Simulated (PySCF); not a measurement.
Species: C6H10FO (doublet state).
Numbering: `[CH2:1]=[C:2]([CH:3][CH3:4])[CH2:5][O:6][CH2:7][F:8]` (hydrogens: H9, H10 on C1; H11 on C3; H12, H13, H14 on C4; H15, H16 on C5; H17, H18 on C7)

Cartesian coordinates in Å at the GFN2-xTB level; atoms count from 1:
```xyz
18
C6H10FO angstrom
C      0.982    2.272   -0.324
C      0.705    0.986    0.066
C      1.699    0.095    0.439
C      1.461   -1.303    0.866
C     -0.735    0.532    0.088
O     -0.915   -0.512   -0.873
C     -2.182   -0.994   -0.937
F     -2.513   -1.705    0.202
H      0.206    2.955   -0.616
H      1.993    2.637   -0.342
H      2.722    0.435    0.386
H      1.157   -1.913    0.012
H      0.649   -1.363    1.592
H      2.358   -1.738    1.299
H     -1.404    1.367   -0.161
H     -1.002    0.159    1.086
H     -2.238   -1.698   -1.774
H     -2.951   -0.206   -1.021
```

The hyperfine couplings belong to this conformer and change with its torsions.

Method: PySCF 2.14.0, UKS B3LYP, pcH-1 on C F H O, non-relativistic, mean-field spin-orbit, GIAO. Isolated species at its GFN2-xTB geometry (one conformer only). GFN2-xTB frequencies show an imaginary mode (57i cm⁻¹), so this geometry is no minimum at that level. Couplings are sensitive to structure, and on GFN2-xTB geometries they can be far from those on DFT ones. Stability of the SCF solution: not tested. ⟨S²⟩ is 0.777 where a pure state has 0.75.

(1) Break the g tensor into its mass correction, gauge correction and orbital-Zeeman/spin–orbit terms.

(2) Average each term over the three axes. Which is largest in size?

(3) What effective moment and Curie constant follow for a powder?

(4) In a frozen sample, at which fields do the three g values resonate at 9.5, 34, 94 and 263 GHz (hyperfine left aside), and which band first spreads them over more than twice a line width of 0.3 mT?

Results:

(1) 
```tsv
Δg (ppm)	1	2	3
relativistic mass correction	-138	-138	-138
gauge correction	0	34	22
orbital Zeeman/spin–orbit	21	546	786
total	-117	443	671
```

So g = 2.00220, 2.00276, 2.00299 and g_iso = 2.00265; the tensor is rhombic: the two nearest values differ by 29 % of g3 − g1. Axes: g2 points within 15° of the C1–C2 bond.

(2) The orbital-Zeeman/spin–orbit term 451, the mass correction -138 and the gauge correction 19 ppm, for a total of 332 ppm. The orbital-Zeeman/spin–orbit term is the largest in size. The mass correction is the same along every axis, so the anisotropy comes from the other two: their spans along these axes are 34 (gauge) and 765 ppm (orbital Zeeman/spin–orbit).

(3) With the mean of g² = 4.0106 and S(S+1) = 0.75: μ_eff = √(⟨g²⟩S(S+1)) = 1.734 μB and χT = 0.12505·⟨g²⟩·S(S+1) = 0.376 cm³ K/mol (cgs; spin-Hamiltonian part alone).

(4) 
| band | GHz | B(g3) mT | B(g2) mT | B(g1) mT | spread mT |
| --- | --- | --- | --- | --- | --- |
| X | 9.5 | 338.87 | 338.91 | 339.00 | 0.13 |
| Q | 34.0 | 1212.80 | 1212.94 | 1213.28 | 0.48 |
| W | 94.0 | 3353.03 | 3353.41 | 3354.35 | 1.32 |
| J | 263.0 | 9381.35 | 9382.42 | 9385.04 | 3.69 |

The spread grows in proportion to the frequency. W band is the first where it exceeds 0.6 mT.

The Mulliken spin populations are largest on C3 (+0.69), C1 (+0.65) and C2 (-0.26). The positive populations add up to 1.41 and the negative ones to -0.41, together 2S = 1. The angles at C3 add up to 360.0°, so it is planar; its axial dipolar tensor and the negative coupling of its proton fit spin in a p orbital normal to that plane.

The HOMO–LUMO gaps are 5.66 eV among the α and 5.73 eV among the β orbitals.
